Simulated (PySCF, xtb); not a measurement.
C2H9NOSi, SMILES CO[Si@H](C)N. One conformer was computed; it need not be the lowest.

Harmonic wavenumbers (cm⁻¹) from GFN2-xTB run with xtb at its own minimum, in rising order: 74, 90, 100, 145, 207, 229, 266, 352, 562, 634, 682, 705, 761, 802, 817, 866, 903, 1133, 1139, 1155, 1380, 1414, 1484, 1490, 1494, 1501, 1525, 2262, 2941, 2958, 2979, 3031, 3044, 3054, 3468, 3512.

Question: What does PBE0-D3(BJ)/def2-SVP (PySCF) give at its own minimum? (Estimate from the structure and the level; the computed values follow.)

Answer: 72, 108, 142, 164, 198, 259, 270, 319, 399, 631, 666, 753, 768, 828, 877, 904, 922, 1172, 1181, 1224, 1265, 1429, 1431, 1470, 1477, 1479, 1540, 2271, 2997, 3057, 3068, 3121, 3156, 3171, 3625, 3727. Paired by order, the mean absolute difference is 52 cm⁻¹ and the zero-point energies are 70.3 and 71.7 kcal/mol.
